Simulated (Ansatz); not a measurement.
`N#[C][In]([Cl])[Cl]` + H₂S → `[SH][In]([Cl])[Cl]` + `C#N` at 700 K and 1 bar (ligand exchange at the In–C bond).

Computed with Ansatz on PBE0-D4/def2-TZVP structures; ΔE is electronic, products minus reactants. CBS: MP2 limit from def2 TZ/QZ plus the TZ coupled-cluster correction, frozen cores. This one scheme is used for every species. Elements past krypton have def2 core potentials. For In outer-core shells are correlated without core-valence functions, which leaves a few kJ/mol of doubt a bond. One conformer a species, not always the lowest.

| species | CCSD(T)/CBS energy (Eh) | H − E (kJ/mol) | S (J/(mol·K)) |
| --- | --- | --- | --- |
| `N#[C][In]([Cl])[Cl]` | -1202.20735 | 85.2 | 448.5 |
| H₂S | -398.97279 | 64.8 | 236.9 |
| `[SH][In]([Cl])[Cl]` | -1507.88474 | 88.1 | 446.1 |
| `C#N` | -93.32098 | 68.7 | 235.2 |

H − E and S are ideal-gas, rigid-rotor, harmonic terms from PBE0-D4/def2-TZVP, for one conformer and one mirror image of each species. 1 Eh = 2625.50 kJ/mol, R = 8.31446 J/(mol·K).

Q: By hand: ΔE, ΔH, ΔS and ΔG.

A: ΔE = (-1507.88474) + (-93.32098) − (-1202.20735) − (-398.97279) = -0.02558 Eh = -67.2 kJ/mol. Δ(H − E) = 88.1 + 68.7 − 85.2 − 64.8 = 6.8, so ΔH = -60.4 kJ/mol. ΔS = 446.1 + 235.2 − 448.5 − 236.9 = -4.1 J/(mol·K). ΔG = -60.4 − 700 × (-4.1)/1000 = -57.5 kJ/mol.

Q: By hand: the equilibrium constant, and the temperature at which ΔG would vanish if ΔH and ΔS stayed fixed.

A: log₁₀ K = −ΔG/(RT ln 10) = 4.3. ΔG = 0 at ΔH/ΔS = 14732 K, far beyond where these terms or the molecules hold.

The number of gas molecules stays the same, so ΔS is small and ΔH decides. A doubt of 5 kJ/mol in ΔE shifts log₁₀ K by 0.4 here. Other conformers and mirror images would add mixing entropy, several J/(mol·K) or more a flexible species. These are equilibria of isolated gas molecules and say nothing of rates. Largest T1 diagnostic: 0.014 (customary marks: 0.02 for closed shells, 0.045 for open ones).
